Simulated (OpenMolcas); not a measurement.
## N: input and output

Input:

```
&GATEWAY
Coord
1

N 0.0 0.0 0.0
Basis=ANO-RCC-MB
Group=XYZ
NoMove
AngMom=0.0 0.0 0.0
AMFI
&SEWARD
&RASSCF
FileOrb=start.orb
Symmetry=2
Spin=4
nActEl=5 0 0
Inactive=1 0
Ras2=1 3
CIRoot=1 1 1
SDav=1
CIMx=300
Iter=120 100
PrWF=0.3
OrbListing=Nothing
MaxOrb=0
Atom
>>> COPY $Project.JobIph JOB001
&RASSCF
FileOrb=start.orb
Symmetry=2
Spin=2
nActEl=5 0 0
Inactive=1 0
Ras2=1 3
CIRoot=8 8 1
SDav=11
CIMx=300
Iter=120 100
PrWF=0.3
OrbListing=Nothing
MaxOrb=0
Atom
>>> COPY $Project.JobIph JOB002
&RASSCF
FileOrb=start.orb
Symmetry=1
Spin=4
nActEl=5 0 0
Inactive=1 0
Ras2=1 3
CIRoot=3 3 1
SDav=3
CIMx=300
Iter=120 100
PrWF=0.3
OrbListing=Nothing
MaxOrb=0
Atom
>>> COPY $Project.JobIph JOB003
&RASSI
NrOfJobIphs=3 1 8 3
1
1 2 3 4 5 6 7 8
1 2 3
IphNames
JOB001
JOB002
JOB003
EJob
SpinOrbit
DIPRint=1.0
SOCoupling=1000.0
Subsets=2
MEES
Property=10
'ANGMOM' 1 'ANGMOM' 2 'ANGMOM' 3 'MLTPL  1' 1 'MLTPL  1' 2 'MLTPL  1' 3
'AMFI' 1 'AMFI' 2 'AMFI' 3 'MLTPL  2' 6
SOProperty=3
'ANGMOM' 1 'ANGMOM' 2 'ANGMOM' 3
```

A driver script runs the steps one by one and writes start.orb anew before each from the orbitals found so far.

Output, cut to the results:

```
--- SEWARD ---
Basis set label: N.ANO-RCC...2S1P.

      Electronic valence basis set:
      ------------------
      Associated Effective Charge   7.000000 au
      Associated Actual Charge      7.000000 au
      Nuclear Model: Point charge

      Shell  nPrim  nBasis  Cartesian Spherical Contaminant
         s      14       2        X
         p       9       1        X
                  Relativistic Douglas-Kroll-Hess integrals:
                    - DKH order of Hamiltonian: 2
                    - DKH order of Properties : 0
                  Atomic mean-field integrals
--- RASSCF ---
Wave function specifications:
      -----------------------------

      Number of closed shell electrons           2
      Number of electrons in active shells       5
      Max number of holes in RAS1 space          0
      Max nr of electrons in RAS3 space          0
      Number of inactive orbitals                1
      Number of active orbitals                  4
      Number of secondary orbitals               0
      Spin quantum number                      1.5
      State symmetry                             2
Orbital specifications:
      -----------------------

      Symmetry species                           1   2
                                                ag  au
      Frozen orbitals                            0   0
      Inactive orbitals                          1   0
      Active orbitals                            1   3
      RAS1 orbitals                              0   0
      RAS2 orbitals                              1   3
      RAS3 orbitals                              0   0
      Secondary orbitals                         0   0
      Deleted orbitals                           0   0
      Number of basis functions                  2   3
      Number of CSFs                             1
      Number of root(s) required                 1
      Iter CI   SX   CI       RASSCF       Energy    max ROT     max BLB   max BLB  Level Ln srch  Step   QN
          iter iter root      energy       change     param      element    value   shift minimum  type update
 Nr of preliminary CI iterations:   1
 ###############################################################################
 ###############################################################################
 ###                                                                         ###
 ###                                                                         ###
 ###    WARNING: Problems in orbital optimization.                           ###
 ###                                                                         ###
 ###                                                                         ###
 ###############################################################################
 ###############################################################################
  Warning: In symmetry  1, orbital p=   2 has diagonal density matrix element D(p,p) close to two. (2 - D(p,p))=  0.000000E+00
        1   1    1    1   -54.42581444    0.00E+00   0.00E+00    3   3 2  0.00E+00   0.50   0.00    SX    NO
        ...
 ###############################################################################
 ###############################################################################
  Warning: In symmetry  1, orbital p=   2 has diagonal density matrix element D(p,p) close to two. (2 - D(p,p))=  0.000000E+00
        4   1    1    1   -54.42581444    0.00E+00   0.00E+00    3   3 2  0.00E+00   0.50   0.00    SX    NO
      Convergence after  4 iterations
        5   1    1    1   -54.42581444    0.00E+00   0.00E+00    3   3 2  0.00E+00   0.50   0.00    SX    NO
      Natural orbitals and occupation numbers for root  1
      sym 1:   2.000000
      sym 2:   1.000000   1.000000   1.000000
::    RASSCF root number  1 Total energy:    -54.42581444
--- RASSCF ---
Wave function specifications:
      -----------------------------

      Number of closed shell electrons           2
      Number of electrons in active shells       5
      Max number of holes in RAS1 space          0
      Max nr of electrons in RAS3 space          0
      Number of inactive orbitals                1
      Number of active orbitals                  4
      Number of secondary orbitals               0
      Spin quantum number                      0.5
      State symmetry                             2
Orbital specifications:
      -----------------------

...
--- RASSI ---
SPIN-FREE ENERGIES:
  (Shifted by EMIN (a.u.) =        -54.4258144444)

 SF State       Relative EMIN(au)   Rel lowest level(eV)    D:o, cm**(-1)      L_eff

     1             0.0000000000        0.0000000000              0.0000         0.0
     2             0.1104581759        3.0057200884          24242.7674         2.0
     3             0.1104581759        3.0057200884          24242.7674         2.0
     4             0.1104581759        3.0057200884          24242.7674         2.0
     5             0.1104581759        3.0057200884          24242.7674         2.0
     6             0.1104581759        3.0057200884          24242.7674         2.0
     7             0.1471150597        4.0032047109          32288.0235         1.0
     8             0.1471150597        4.0032047109          32288.0235         1.0
     9             0.1471150597        4.0032047109          32288.0235         1.0
    10             0.4226222673       11.5001377507          92754.8663         1.0
    11             0.4226222673       11.5001377507          92754.8663         1.0
    12             0.4226222673       11.5001377507          92754.8663         1.0
     Dipole printing threshold changed to   1.00000000E+00

++ Dipole transition strengths (spin-free states):
   -----------------------------------------------
     for osc. strength at least  1.00000000E+00

  ( Max oscillator strength is only   0.16573332027371224      )
--
Eigenvalues of complex Hamiltonian:
   -----------------------------------
  (Shifted by EMIN (a.u.) =        -54.4258144444)

 SO State       Relative EMIN(au)   Rel lowest level(eV)    D:o, cm**(-1)     J-value

     1            -0.0000008982        0.0000000000              0.0000         1.1
     2            -0.0000008982        0.0000000000              0.0000         1.3
     3            -0.0000008982        0.0000000000              0.0000         1.3
...
```

The J values that RASSI prints are effective ones from its own formula and need not be integers or half-integers; the table below assigns J from the states.

Levels above the lowest, from the spin-orbit matrix, grouped by J:

```csv
Configuration,Term,J,E (eV),Measured (eV),Term weight %
2s2 2p3,4S*,3/2,0.0000,0.0000,100
2s2 2p3,2D*,3/2,3.0056,2.3846,100
2s2 2p3,2D*,5/2,3.0057,2.3835,100
2s2 2p3,2P*,3/2,4.0032,3.5756,100
2s2 2p3,2P*,1/2,4.0036,3.5756,100
2s 2p4,4P,5/2,11.4951,10.9239,100
2s 2p4,4P,3/2,11.5035,10.9294,100
2s 2p4,4P,1/2,11.5085,10.9318,100
```

Against the 7 measured excited levels shown (NIST Handbook of Basic Atomic Spectroscopic Data) the mean absolute deviation is 4400 cm-1; the largest miss in energy is 2s2 2p3 2D* 5/2: computed 3.0057, measured 2.3835 eV (+26.1 %).

Without dynamic correlation excited terms often stand tens of per cent too high (terms of higher spin than the ground term too low), and those without a measured partner can miss by more than the paired ones. Measured partners are found by configuration, term and J. A level has none where our copy of the source lacks it or the pairing is in doubt (some pairs that miss far off the trend of their configuration count as doubtful), and it then counts in no deviation. Levels of configurations outside the active space are missing. The first state left out of the spin-orbit step lies near 140000 cm-1 above the lowest spin-free state of the reference (among the parities and spins computed), and the list stops at four fifths of that energy or lower.

The term weight is that of the spin-free term in the level, not the purity of its configuration. * marks odd parity.
